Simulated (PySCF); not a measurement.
Cyclooctasulfur, S₈.
Structure used (GFN2-xTB), in Å, numbered top down from 1:
```xyz
8
S8 angstrom
S      0.0340    2.2810   -0.9266
S      1.7069    1.6833    0.1072
S      2.3495   -0.1032   -0.6795
S      1.6449   -1.6255    0.5088
S     -0.0486   -2.3966   -0.3632
S     -1.6884   -1.5634    0.5549
S     -2.3642   -0.0113   -0.6102
S     -1.6251    1.7452    0.1615
```

Level of theory: PySCF, TDDFT PBE0/def2-SVPD, vertical, gas phase, core orbitals frozen in the response.

Frontier orbitals with the atoms that hold most of them (Löwdin shares over 4%, at most four atoms; ? is withheld):

```csv
orbital,ε (eV),atoms
LUMO+2,-2.08,"S2 12%, S3 12%, S1 12%, S4 12%"
LUMO+1,-2.36,"S6 18%, S2 18%, S7 14%, S3 14%"
LUMO,-2.37,"S4 18%, S8 18%, S5 14%, S1 14%"
HOMO,?,?
HOMO-1,-7.80,"S8 21%, S4 20%, S5 15%, S1 15%"
HOMO-2,-7.81,"S6 21%, S2 20%, S3 15%, S7 15%"
HOMO-3,-8.11,"S5 16%, S7 16%, S3 16%, S1 15%"
```

Task: Give the leading atoms of the HOMO.

Result: S2 (bonded to 2 S) 13%; S4 (bonded to 2 S) 13%; S7 (bonded to 2 S) 13%; S6 (bonded to 2 S) 13%.

Task: What is the HOMO energy, and the HOMO–LUMO gap?

Result: ε(HOMO) = -7.77 eV; the gap is 5.40 eV (0.1985 hartree).

Task: The HOMO–LUMO gap is 5.40 eV. Where does the response calculation put the lowest singlet, and from which orbitals?

Result: S1 is at 4.19 eV (f = 0.0000), 1.21 eV below the gap, made of HOMO-2/HOMO-1→LUMO/LUMO+1 (98%). Its leading pair isn't HOMO and LUMO; the energies of that pair differ by 5.44 eV. 

Next come S2 at 4.24 eV (f 0.0000), HOMO→LUMO/LUMO+1 (≥95%); S3 at 4.24 eV (f 0.0000), HOMO-2/HOMO-1→LUMO/LUMO+1 (≥80%); S4 at 4.24 eV (f 0.0000), HOMO-2/HOMO-1→LUMO/LUMO+1 (≥77%); S5 at 4.24 eV (f 0.0000), HOMO→LUMO/LUMO+1 (≥94%).

Orbitals of the list HOMO-3 to LUMO+2 that lie within 0.01 eV of each other are written together with a slash and their weights summed (≥ marks a lower bound); for degenerate orbitals outside that list single weights are arbitrary.

One conformer stands for the species.
